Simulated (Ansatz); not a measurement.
C10H10F2Ti, SMILES `[F][Ti]12345678([F])([C@H]9[C@@H]1[C@@H]2[C@@H]3[C@H]94)[C@H]1[C@@H]5[C@@H]6[C@@H]7[C@H]18`, relaxed with RKS PBE0-D4/def2-TZVP in Ansatz from a GFN2-xTB geometry. The force threshold is 0.005 eV/Å; the program also tests the step.

Charge 0, multiplicity 1.

Start:

```xyz
23

F     0.729    2.109    0.004
Ti    0.052    0.530    0.351
F    -0.425    0.900    1.997
C     2.430    0.173    0.566
C     1.968   -0.459   -0.610
C     1.104   -1.507   -0.226
C     0.983   -1.481    1.180
C     1.822   -0.454    1.666
C    -1.104   -0.150   -1.605
C    -1.278    1.241   -1.503
C    -2.014    1.506   -0.327
C    -2.327    0.270    0.278
C    -1.752   -0.753   -0.496
H     3.161    0.969    0.613
H     2.343   -0.276   -1.610
H     0.730   -2.288   -0.876
H     0.469   -2.215    1.789
H     2.004   -0.224    2.708
H    -0.701   -0.671   -2.464
H    -0.967    1.978   -2.231
H    -2.349    2.479    0.006
H    -2.952    0.136    1.152
H    -1.925   -1.814   -0.362
```

Problem. By how much does the energy fall, and how many steps does the optimiser take? (An estimate is asked.)

Solution. Ansatz gave: 36.26 kJ/mol, in 21 steps, 1 of them rejected.

Problem. Which bonds change most? (Best estimate.)

Solution. The calculation gave: F1–Ti2 from 1.753 to 1.819 Å; Ti2–F3 from 1.753 to 1.819 Å; Ti2–C7 from 2.366 to 2.396 Å; Ti2–C6 from 2.365 to 2.387 Å.

Problem. Give the relaxed structure. (An estimate is asked.)

Solution. Computed: 
```xyz
23

F     0.602    2.153    0.426
Ti   -0.011    0.440    0.443
F    -0.667    0.395    2.140
C     2.390    0.194    0.385
C     1.840   -0.542   -0.680
C     1.082   -1.604   -0.125
C     1.139   -1.491    1.271
C     1.944   -0.373    1.587
C    -1.032   -0.124   -1.639
C    -1.141    1.267   -1.501
C    -1.983    1.533   -0.398
C    -2.402    0.305    0.134
C    -1.798   -0.726   -0.608
H     2.962    1.103    0.292
H     1.985   -0.342   -1.731
H     0.547   -2.360   -0.679
H     0.610   -2.108    1.982
H     2.117    0.019    2.577
H    -0.459   -0.644   -2.390
H    -0.621    2.007   -2.090
H    -2.199    2.509    0.008
H    -2.993    0.174    1.026
H    -1.912   -1.784   -0.431
```
